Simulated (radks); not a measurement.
Isoelectronic series with 35 electrons, all held in the configuration [Ar] 3d10 4s2 4p5, which need not be the ground one along the series. All-electron calculation, Dirac Kohn-Sham, BLYP, spin-unpolarised, spherical densities, finite nucleus; open shells are shared between the two j in proportion to 2j + 1; Fermi nuclear charge, rms radius of each element as measured or else 0.836 A^(1/3) + 0.57 fm. Program: a radial shooting solver on a logarithmic mesh with Libxc functionals. Total energies (hartree) and mean radii <r> (bohr):

ion    E (hartree)   4p3/2   4p1/2   4s1/2
Br     -2607.00830   2.130   2.078   1.671
Kr+    -2790.38491   1.846   1.807   1.535
Rb2+   -2980.72910   1.651   1.619   1.421
Sr3+   -3178.04322   1.503   1.475   1.324
Zr5+   -3593.63466   1.289   1.265   1.168
Nb6+   -3811.95085   1.207   1.184   1.105
Mo7+   -4037.31256   1.136   1.115   1.048
Tc8+   -4269.75039   1.074   1.053  0.9977
Ru9+   -4509.29054   1.020  0.9994  0.9521
Rh10+  -4755.96884  0.9710  0.9510  0.9107
Pd11+  -5009.81697  0.9270  0.9075  0.8729
Ag12+  -5270.87282  0.8872  0.8680  0.8383
Cd13+  -5539.17090  0.8509  0.8320  0.8064
